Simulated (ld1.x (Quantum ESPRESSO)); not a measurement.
Transferability test, PAW potential for In

In, PAW, made with ld1.x (Quantum ESPRESSO) 7.5 (PBE, scalar-relativistic). Core [Kr], reference 4d10 5s1 5p2. Waves: 5s (bound): rcut 1.60, rcutus 2.00 bohr; 5s channel at 3.8 Ry: rcut 1.60, rcutus 2.00 bohr; 5p (bound): rcut 2.40, rcutus 3.05 bohr; 5p channel at 0.55 Ry: rcut 2.40, rcutus 3.05 bohr; 4d (bound): rcut 1.75, rcutus 1.90 bohr; 4d channel at -0.65 Ry: rcut 1.75, rcutus 1.90 bohr. Local part: all-electron potential smoothed inside 2.00 bohr (lloc = -1). Core correction: Bessel-smoothed model core, default radius (core density twice the valence density). Augmentation charge: BESSEL, radius 1.40 bohr.

Energies are relative to the spin-unpolarised reference configuration 4d10 5s1 5p2; without spin polarisation the order of configurations can differ from experiment. The frozen-core shift is the all-electron ΔE with the core orbitals held at their reference shape minus the fully relaxed ΔE.

```tsv
valence configuration	charge	ΔE all-electron (eV)	error AE − PS (meV)	frozen-core shift (meV)
4d10 5s2 5p1	0	-5.841	+1.0	-0.2
4d10 5s1 5p0	+2	18.757	+1.6	+4.3
4d9 5s2 5p1	+1	19.274	-83	+90
4d10 5s1 5p1	+1	6.115	-0.6	+1.1
4d9 5s2 5p2	0	12.466	-59	+88
```

Question: What are ΔE and the potential's error for 4d10 5s2 5p0.5?

Answer: ΔE = -3.901 eV all-electron; the error (AE − PS) is +1.5 meV.

Question: What are ΔE and the potential's error for 4d10 5s2 5p0?

Answer: ΔE = -0.478 eV all-electron; the error (AE − PS) is +3.0 meV.

Levels in the configuration 4d10 5s2 5p1:

```tsv
level	all-electron (eV)	pseudo (eV)
4d	-18.623	-18.634
5s	-8.211	-8.210
5p	-2.519	-2.517
```

A variational frozen-core shift is positive and of second order in the change. This column holds negative values, so the frozen-core run of ld1.x carries numerical noise or an error of first order here, and the column gives no more than the rough size of the effect.
